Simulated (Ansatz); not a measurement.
Mulliken charges of Al2F4H2, SMILES `[F][Al@H-]1[F+][Al@@H-]([F])[F+]1` from r2SCAN/def2-TZVPP in Ansatz (PBE0-D4/def2-TZVP geometry).

```tsv
atom	x (Å)	y (Å)	z (Å)	charge (e)
F1	2.036	-1.416	0.527	-0.345
Al2	1.268	0.032	0.560	0.744
F3	0.452	0.305	-1.037	-0.259
Al4	-1.274	0.036	-0.546	0.744
F5	-1.778	-1.410	-1.131	-0.345
F6	-0.459	-0.225	1.055	-0.259
H7	1.876	1.336	1.155	-0.140
H8	-2.121	1.342	-0.583	-0.140
```

**Question.** By hand: the dipole of these point charges (1 e Å = 4.8032 D).

**Answer.** Σ q r = (-0.057, 0.630, 0.134) e Å, of length 0.647 e Å = 3.11 D.

**Question.** How does the dipole of the full density compare? (Best estimate.)

**Answer.** Computed: (-0.040, 0.433, 0.093) e Å, 2.14 D; the point charges give 1.45 times that, at 0° from its direction.

Point charges leave out the atoms' own dipoles, such as those of lone pairs, and Mulliken's split depends on the basis, so the two needn't agree.
